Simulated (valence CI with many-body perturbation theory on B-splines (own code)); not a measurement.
# Zr33+: E2, M1, M2 decay

Level of theory: relativistic CI+MBPT: five valence electrons over a frozen Dirac-Fock core [He], radial functions for each j: 9 s, 9 p, 8 d, 6 f, 3 g, 1 h, with the one-electron correlation potential Σ1, the two-electron term Σ2, the three-electron term Σ3, Breit, model QED; selected CI, second order for the rest (own B-spline code, finite nucleus).

No measured spectrum was set against this ion. As an estimate, large intervals hold to a few tenths of a per cent, small ones and those within an open d or f shell to about a per cent. Among the levels kept, up to 1500 cm⁻¹ of a level comes from second order outside the variational space, and about a tenth of that is noise between levels of different J, which matters for small intervals.

Lines 1 to 50 of 54 in falling wavelength, among levels below 2701.1 eV, chosen from the decays that carry over 1 % of a level's rate. Wavelengths and rates use the calculated energies. Electric multipoles are in the length gauge, E1 and E2 with the static RPA response of the core. Weak lines are less certain than strong ones. Lines between different terms over intervals too small for the method are left out, as are lines whose strength nearly cancels. The highest levels of a list are the least certain.

Levels are named by their leading jj configuration (3d3/2^4 stands for four electrons in 3d with j = 3/2), which in mixed levels can hold well under half, so a name can repeat and another be missing. Letters in brackets count levels of one name in rising energy.

| λ vac (Å) | Upper | Lower | Type | A (s⁻¹) | Branch % |
| --- | --- | --- | --- | --- | --- |
| 158.5 | (2s^2 2p3/2^3) J=3/2 | (2s^2 2p1/2 2p3/2^2) J=1/2 | M1 | 1.28e+06 | 9.1 |
| 158.5 | (2s^2 2p1/2 2p3/2^2) J=3/2 | (2s^2 2p1/2^2 2p3/2) J=3/2 | M1 | 5.36e+06 | 100.0 |
| 133.1 | (2s^2 2p1/2 2p3/2^2) J=5/2 | (2s^2 2p1/2^2 2p3/2) J=3/2 | M1 | 9.71e+05 | 98.8 |
| 126.9 | (2s^2 2p3/2^3) J=3/2 | (2s^2 2p1/2 2p3/2^2) J=5/2 | M1 | 2.32e+06 | 16.5 |
| 110.1 | (2s^2 2p3/2^3) J=3/2 | (2s^2 2p1/2 2p3/2^2) J=3/2 | M1 | 1.04e+07 | 73.6 |
| 110.1 | (2s^2 2p1/2 2p3/2^2) J=1/2 | (2s^2 2p1/2^2 2p3/2) J=3/2 | M1 | 5.35e+06 | 99.7 |
| 5.485 | (2s^2 2p1/2 2p3/2 3d5/2) J=9/2 | (2s 2p1/2 2p3/2^3) J=5/2 | E2 | 1.95e+08 | 2.8 |
| 5.277 | (2s^2 2p3/2^2 3d5/2) J=9/2 | (2s 2p1/2 2p3/2^3) J=5/2 | E2 | 2.07e+08 | 2.9 |
| 5.173 | (2s^2 2p1/2 2p3/2 3p1/2) J=3/2 [a] | (2s^2 2p1/2 2p3/2^2) J=1/2 | E2 | 4.92e+09 | 4.9 |
| 5.154 | (2s^2 2p1/2 2p3/2 3p1/2) J=5/2 | (2s^2 2p1/2 2p3/2^2) J=1/2 | E2 | 8.03e+09 | 6.5 |
| 5.140 | (2s^2 2p1/2 2p3/2 3p1/2) J=1/2 | (2s^2 2p1/2 2p3/2^2) J=5/2 | E2 | 1.31e+10 | 11.1 |
| 5.113 | (2s^2 2p3/2^2 3p1/2) J=3/2 | (2s^2 2p3/2^3) J=3/2 | E2 | 1.15e+10 | 1.8 |
| 5.112 | (2s^2 2p1/2 2p3/2 3p1/2) J=5/2 | (2s^2 2p1/2 2p3/2^2) J=5/2 | E2 | 2.89e+10 | 23.4 |
| 5.111 | (2s^2 2p1/2^2 3p1/2) J=1/2 | (2s^2 2p1/2^2 2p3/2) J=3/2 | E2 | 4.97e+10 | 37.6 |
| 5.109 | (2s^2 2p1/2 2p3/2 3p1/2) J=1/2 | (2s^2 2p1/2 2p3/2^2) J=3/2 | E2 | 1.88e+10 | 15.9 |
| 5.108 | (2s^2 2p1/2 2p3/2 3p3/2) J=3/2 [a] | (2s^2 2p1/2 2p3/2^2) J=1/2 | E2 | 3.49e+09 | 1.7 |
| 5.106 | (2s^2 2p3/2^2 3p1/2) J=5/2 | (2s^2 2p3/2^3) J=3/2 | E2 | 3.31e+10 | 14.6 |
| 5.104 | (2s 2p1/2^2 2p3/2 3p3/2) J=7/2 | (2s 2p1/2^2 2p3/2^2) J=5/2 | E2 | 9.04e+09 | 1.9 |
| 5.099 | (2s^2 2p1/2 2p3/2 3p1/2) J=3/2 [a] | (2s^2 2p1/2 2p3/2^2) J=3/2 | E2 | 3.30e+10 | 32.7 |
| 5.087 | (2s^2 2p1/2 2p3/2 3p3/2) J=3/2 [b] | (2s^2 2p1/2 2p3/2^2) J=1/2 | E2 | 1.11e+10 | 1.2 |
| 5.083 | (2s^2 2p1/2 2p3/2 3p3/2) J=5/2 [a] | (2s^2 2p1/2 2p3/2^2) J=5/2 | E2 | 4.58e+09 | 2.3 |
| 5.081 | (2s^2 2p1/2 2p3/2 3p1/2) J=5/2 | (2s^2 2p1/2 2p3/2^2) J=3/2 | E2 | 7.33e+09 | 5.9 |
| 5.081 | (2s^2 2p1/2 2p3/2 3p1/2) J=3/2 [b] | (2s^2 2p1/2 2p3/2^2) J=5/2 | E2 | 3.13e+10 | 3.8 |
| 5.078 | (2s^2 2p3/2^2 3p3/2) J=5/2 | (2s^2 2p3/2^3) J=3/2 | E2 | 1.59e+10 | 8.1 |
| 5.077 | (2s^2 2p1/2 2p3/2 3p3/2) J=1/2 [a] | (2s^2 2p1/2 2p3/2^2) J=5/2 | E2 | 4.29e+09 | 2.6 |
| 5.076 | (2s^2 2p3/2^2 3p3/2) J=7/2 | (2s^2 2p3/2^3) J=3/2 | E2 | 8.26e+09 | 5.3 |
| 5.073 | (2s^2 2p1/2 2p3/2 3p3/2) J=5/2 [b] | (2s^2 2p1/2 2p3/2^2) J=1/2 | E2 | 1.26e+10 | 2.8 |
| 5.067 | (2s^2 2p1/2 2p3/2 3p3/2) J=3/2 [a] | (2s^2 2p1/2 2p3/2^2) J=5/2 | E2 | 2.99e+09 | 1.5 |
| 5.057 | (2s^2 2p1/2 2p3/2 3p3/2) J=7/2 | (2s^2 2p1/2 2p3/2^2) J=5/2 | E2 | 1.52e+10 | 15.3 |
| 5.052 | (2s^2 2p1/2 2p3/2 3p3/2) J=5/2 [a] | (2s^2 2p1/2 2p3/2^2) J=3/2 | E2 | 1.23e+10 | 6.3 |
| 5.049 | (2s^2 2p3/2^2 3p1/2) J=1/2 | (2s^2 2p3/2^3) J=3/2 | E2 | 1.33e+10 | 4.5 |
| 5.046 | (2s^2 2p1/2 2p3/2 3p3/2) J=1/2 [a] | (2s^2 2p1/2 2p3/2^2) J=3/2 | E2 | 1.86e+10 | 11.2 |
| 5.045 | (2s^2 2p1/2^2 3p3/2) J=3/2 | (2s^2 2p1/2^2 2p3/2) J=3/2 | E2 | 2.62e+10 | 14.1 |
| 5.036 | (2s^2 2p1/2 2p3/2 3p3/2) J=3/2 [a] | (2s^2 2p1/2 2p3/2^2) J=3/2 | E2 | 9.63e+09 | 4.8 |
| 5.027 | (2s^2 2p1/2 2p3/2 3p3/2) J=7/2 | (2s^2 2p1/2 2p3/2^2) J=3/2 | E2 | 1.65e+09 | 1.7 |
| 5.026 | (2s^2 2p3/2^2 3p3/2) J=3/2 [a] | (2s^2 2p3/2^3) J=3/2 | E2 | 3.45e+10 | 2.7 |
| 5.022 | (2s^2 2p3/2^2 3d5/2) J=9/2 | (2s 2p1/2^2 2p3/2^2) J=5/2 | E2 | 3.04e+08 | 4.3 |
| 5.014 | (2s^2 2p1/2 2p3/2 3p3/2) J=1/2 [b] | (2s^2 2p1/2 2p3/2^2) J=5/2 | E2 | 4.29e+10 | 5.4 |
| 4.984 | (2s^2 2p1/2 2p3/2 3p3/2) J=1/2 [b] | (2s^2 2p1/2 2p3/2^2) J=3/2 | E2 | 2.06e+10 | 2.6 |
| 4.941 | (2s^2 2p1/2 2p3/2 3d5/2) J=9/2 | (2s^2 2p1/2 2p3/2^2) J=5/2 | M2 | 4.16e+08 | 5.9 |
| 4.896 | (2s^2 2p1/2 2p3/2 3p3/2) J=5/2 [a] | (2s^2 2p1/2^2 2p3/2) J=3/2 | E2 | 8.13e+09 | 4.1 |
| 4.890 | (2s^2 2p1/2 2p3/2 3p3/2) J=1/2 [a] | (2s^2 2p1/2^2 2p3/2) J=3/2 | E2 | 7.25e+09 | 4.4 |
| 4.882 | (2s^2 2p3/2^2 3p3/2) J=5/2 | (2s^2 2p1/2 2p3/2^2) J=5/2 | E2 | 1.64e+10 | 8.4 |
| 4.881 | (2s^2 2p1/2 2p3/2 3p3/2) J=3/2 [a] | (2s^2 2p1/2^2 2p3/2) J=3/2 | E2 | 1.78e+10 | 8.8 |
| 4.880 | (2s^2 2p3/2^2 3p3/2) J=7/2 | (2s^2 2p1/2 2p3/2^2) J=5/2 | E2 | 1.44e+10 | 9.3 |
| 4.872 | (2s^2 2p1/2 2p3/2 3p3/2) J=7/2 | (2s^2 2p1/2^2 2p3/2) J=3/2 | E2 | 2.54e+10 | 25.5 |
| 4.856 | (2s^2 2p3/2^2 3p1/2) J=1/2 | (2s^2 2p1/2 2p3/2^2) J=5/2 | E2 | 4.10e+09 | 1.4 |
| 4.854 | (2s^2 2p3/2^2 3p3/2) J=5/2 | (2s^2 2p1/2 2p3/2^2) J=3/2 | E2 | 9.19e+09 | 4.7 |
| 4.853 | (2s^2 2p3/2^2 3p3/2) J=3/2 [b] | (2s^2 2p1/2 2p3/2^2) J=1/2 | E2 | 2.40e+10 | 2.4 |
| 4.852 | (2s^2 2p3/2^2 3p3/2) J=7/2 | (2s^2 2p1/2 2p3/2^2) J=3/2 | E2 | 1.83e+10 | 11.8 |
